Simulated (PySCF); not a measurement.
**Steps of a relaxation of [Pb(BH4)3]−**

[Pb(BH4)3]− (singlet; a saddle point, relaxed within its symmetry). PySCF 2.14.0, RKS TPSS, Pb def2-SVP with ECP60, B def2-SVP, H def2-SVP; non-relativistic Hamiltonian with scalar-relativistic core potentials where named; density fitting; no spin-orbit coupling. Origin of the start: template. Columns: position (Å) and force (eV/Å). Energies are counted from the last step; some of the 15 steps are shown. Forces carry noise of the integration grid, about 0.01 to 0.03 eV/Å.

Run from Python with OMP_NUM_THREADS=2. Where DIIS fails, smearing, a level shift and second-order steps follow.
It took 2.6 min on 2 threads of Arm Neoverse V1 (shared host), from the converged density of the start.

```xyz
16
step 0  E = 0.717 eV
Pb    0.0000    0.0000    0.0000     0.00    0.00    0.00
B     2.4459    0.0000    0.0000     0.94    0.30    0.00
H     3.6459    0.0000    0.0000     0.73    0.01    0.00
H     2.0300   -0.5894    1.0208     0.13   -0.07   -0.04
H     2.0300   -0.5894   -1.0208     0.13   -0.07    0.04
H     2.0300    1.1788    0.0000     0.34   -0.11    0.00
B    -1.2229    2.1182    0.0000    -0.73    0.67    0.00
H    -1.8229    3.1574    0.0000    -0.38    0.63    0.00
H    -0.5046    2.0527    1.0208    -0.01    0.15   -0.04
H    -0.5046    2.0527   -1.0208    -0.01    0.15    0.04
H    -2.0358    1.1686    0.0000    -0.08    0.35    0.00
B    -1.2230   -2.1182    0.0000    -0.21   -0.96    0.00
H    -1.8230   -3.1574    0.0000    -0.36   -0.64    0.00
H    -1.5254   -1.4633    1.0208    -0.13   -0.08   -0.04
H    -1.5254   -1.4633   -1.0208    -0.13   -0.08    0.04
H     0.0059   -2.3474    0.0000    -0.27   -0.24    0.00
```

```xyz
16
step 5  E = 0.001 eV
Pb    0.0000    0.0000    0.0000     0.00    0.00    0.00
B     2.6843    0.0171    0.0000    -0.07    0.02    0.00
H     3.9103   -0.0179    0.0000     0.00   -0.01    0.00
H     2.2162   -0.5754    1.0071     0.01    0.00    0.00
H     2.2162   -0.5754   -1.0071     0.01    0.00    0.00
H     2.2659    1.1902    0.0000     0.04    0.01    0.00
B    -1.3569    2.3161    0.0000     0.02   -0.06    0.00
H    -1.9396    3.3953    0.0000     0.01    0.00    0.00
H    -0.6098    2.2070    1.0071     0.00    0.00    0.00
H    -0.6098    2.2070   -1.0071     0.00    0.00    0.00
H    -2.1637    1.3673    0.0000    -0.03    0.03    0.00
B    -1.3274   -2.3332    0.0000     0.04    0.05    0.00
H    -1.9706   -3.3774    0.0000    -0.01    0.01    0.00
H    -1.6064   -1.6316    1.0071     0.00   -0.01    0.00
H    -1.6064   -1.6316   -1.0071     0.00   -0.01    0.00
H    -0.1022   -2.5574    0.0000     0.00   -0.04    0.00
```

```xyz
16
step 9  E = -0.001 eV
Pb    0.0000    0.0000    0.0000     0.00    0.00    0.00
B     2.6776    0.0258    0.0000     0.05    0.00    0.00
H     3.9034   -0.0407    0.0000    -0.01    0.00    0.00
H     2.2065   -0.5602    1.0095    -0.01    0.01   -0.01
H     2.2065   -0.5602   -1.0095    -0.01    0.01    0.01
H     2.2926    1.2084    0.0000    -0.01    0.00    0.00
B    -1.3611    2.3060    0.0000    -0.02    0.05    0.00
H    -1.9165    3.4007    0.0000     0.01   -0.01    0.00
H    -0.6181    2.1910    1.0095     0.00   -0.01   -0.01
H    -0.6181    2.1910   -1.0095     0.00   -0.01    0.01
H    -2.1928    1.3813    0.0000     0.00   -0.01    0.00
B    -1.3165   -2.3318    0.0000    -0.03   -0.05    0.00
H    -1.9869   -3.3601    0.0000     0.00    0.01    0.00
H    -1.5884   -1.6308    1.0095     0.01    0.01    0.00
H    -1.5884   -1.6308   -1.0095     0.01    0.01    0.00
H    -0.0998   -2.5897    0.0000     0.00    0.01    0.00
```

**Question.** Where does the relaxation end?

**Answer.** It converges at step 14 in C3h:
```xyz
16
step 14  E = 0
Pb    0.0000    0.0000    0.0000
B     2.6818    0.0288    0.0000
H     3.9061   -0.0490    0.0000
H     2.2031   -0.5537    1.0086
H     2.2031   -0.5537   -1.0086
H     2.3020    1.2129    0.0000
B    -1.3658    2.3081    0.0000
H    -1.9107    3.4073    0.0000
H    -0.6220    2.1848    1.0086
H    -0.6220    2.1848   -1.0086
H    -2.2014    1.3871    0.0000
B    -1.3160   -2.3369    0.0000
H    -1.9955   -3.3584    0.0000
H    -1.5810   -1.6311    1.0086
H    -1.5810   -1.6311   -1.0086
H    -0.1006   -2.6000    0.0000
```

**Question.** How did the contacts change?

**Answer.** 
| contact | start (Å) | end (Å) |
| --- | --- | --- |
| Pb1–H4 (BH4) | 2.347 | 2.485 |
| Pb1–H9 (BH4) | 2.347 | 2.485 |
| Pb1–H14 (BH4) | 2.347 | 2.485 |
